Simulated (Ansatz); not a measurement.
CuAu₂. Charge 0, multiplicity 4. Geometry PBE0-D4/def2-TZVP; atoms count from 1.

Cartesian coordinates in Å:
```
Au -0.477 -0.376 1.363
Au 1.370 -0.290 -0.514
Cu -0.893 0.666 -0.848
```

In the def2 sets Au takes a core potential; there is no spin–orbit coupling. At PBE0-D4/def2-TZVP a doublet of charge 0 lies 2.25 eV below the quartet, each at its own geometry. The structure comes from a short search, and lower isomers may exist.

Problem. Estimate the Mulliken populations from the PBE0/def2-TZVP orbitals of Ansatz.

Solution. 
```json
{"atom": "Au1", "charge (e)": "0.01", "spin (α − β)": "0.82", "d electrons": "9.61"}
{"atom": "Au2", "charge (e)": "0.01", "spin (α − β)": "0.82", "d electrons": "9.61"}
{"atom": "Cu3", "charge (e)": "-0.02", "spin (α − β)": "1.36", "d electrons": "9.39"}
```
Mulliken values depend strongly on the basis.

Problem. Where does the spin sit?

Solution. Summed by element: Au 1.64, Cu 1.36, of 3 unpaired in all. Largest on single atoms: Cu3 1.36, Au1 0.82, Au2 0.82.

Problem. And the Mayer bond orders between heavy atoms (over 0.3)?

Solution. Au1–Au2 0.49 (2.63 Å); Au1–Cu3 0.67 (2.48 Å); Au2–Cu3 0.67 (2.48 Å).
